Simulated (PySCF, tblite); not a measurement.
Compound: C5H9ClSSi.
Structure used (GFN2-xTB), in Å, numbered top down from 1:
```xyz
17
C5H9ClSSi angstrom
C      3.2588    0.1937   -0.1929
S      2.2502   -1.2225    0.3318
C      0.6548   -0.6521   -0.0474
C      0.2191    0.4993   -0.5894
Si    -1.5945    0.0109   -0.4518
C     -2.7113    0.9636    0.7493
Cl    -2.6040   -0.3523   -2.1746
C     -0.5722   -1.4777    0.2358
H      4.2937   -0.0729   -0.0044
H      3.1041    0.3714   -1.2528
H      2.9829    1.0668    0.3910
H      0.8047    1.3358   -0.9272
H     -2.9091    1.9623    0.3726
H     -3.6676    0.4653    0.8746
H     -2.2485    1.0607    1.7255
H     -0.5930   -2.4026   -0.3372
H     -0.6750   -1.7378    1.2871
```

Level of theory: CAM-B3LYP/def2-SVPD in PySCF (dipole) on a GFN2-xTB geometry, gas phase.

Take the most abundant isotopes and a rigid rotor. The values belong to one conformer with, in the numbering `[CH3:1][S:2][C:3]1=[CH:4][Si@@:5]([CH3:6])([Cl:7])[CH2:8]1`, C1–S2–C3–C4 1°.

Task: What are A, B and C (GHz)?

Result: Ia = 200.06, Ib = 881.76, Ic = 924.22 u·Å²; 505379 MHz·u·Å²/I gives 2526, 573.1 and 546.8 MHz, that is A = 2.5262, B = 0.5731, C = 0.5468 GHz.

Task: Classify the top.

Result: A near-prolate asymmetric top; Ray's κ = -0.973.

Task: What does the inertial defect say?

Result: Not planar: Δ = Ic − Ia − Ib = -157.60 u·Å². For a rigid frame Δ = −2 Σ m c², so Σ m c² = 78.80 u·Å² lies off the ab plane: 20.31 from hydrogen and 58.49 from heavier atoms. The atom farthest from that plane is 2.00 Å away.

Task: Where do the levels up to J = 4 lie, in K?

Result: Above 0(0,0), as E/k:
J = 1: 1(0,1) 0.054, 1(1,1) 0.147, 1(1,0) 0.149
J = 2: 2(0,2) 0.161, 2(1,2) 0.254, 2(1,1) 0.258, 2(2,1) 0.539, 2(2,0) 0.539
J = 3: 3(0,3) 0.322, 3(1,3) 0.413, 3(1,2) 0.421, 3(2,2) 0.700, 3(2,1) 0.700, 3(3,1) 1.172, 3(3,0) 1.172
J = 4: 4(0,4) 0.537, 4(1,4) 0.626, 4(1,3) 0.638, 4(2,3) 0.915, 4(2,2) 0.915, 4(3,2) 1.387, 4(3,1) 1.387, 4(4,1) 2.047, 4(4,0) 2.047

Task: Which lines would a microwave search look for?

Result: The dipole components are |μa| = 1.02 D, |μb| = 1.41 D, |μc| = 1.16 D. The squared components, which scale the intensities, stand as 0.52 : 1.00 : 0.67 (a : b : c). Some lines, for components of 0.1 D or more:

```
type  branch         J(Ka,Kc)   MHz  lower level (cm⁻¹)
   a       R  1(0,1) ← 0(0,0)  1120               0.000
   c       Q  2(1,2) ← 2(0,2)  1927               0.112
   c       Q  1(1,1) ← 1(0,1)  1953               0.037
   b       Q  2(1,1) ← 2(0,2)  2006               0.112
   a       R  2(1,2) ← 1(1,1)  2214               0.103
   b       R  1(1,1) ← 0(0,0)  3073               0.000
   c       R  1(1,0) ← 0(0,0)  3099               0.000
   b       R  2(1,2) ← 1(0,1)  4167               0.037
   b       Q  2(2,0) ← 2(1,1)  5859               0.179
   c       R  2(2,0) ← 1(1,0)  8126               0.103
   c       R  2(2,1) ← 1(1,1)  8152               0.103
   b       R  2(2,0) ← 1(1,1)  8152               0.103
```

Its GFN2-xTB frequencies are all real (lowest 48 cm⁻¹). Zero-point vibration and centrifugal distortion are left out. A rigid rotor knows nothing of internal rotation, which can split or shift real lines. Quadrupole hyperfine structure (35Cl) is left out.

The run took 2.5 min of wall time (grids of density and orbitals included) on an Arm Neoverse N1 with one thread, no GPU (shared host), and the process peaked at 1.1 GiB of memory. This is the CAM-B3LYP/def2-SVPD job that gave the dipole, with the excitations it also computed.
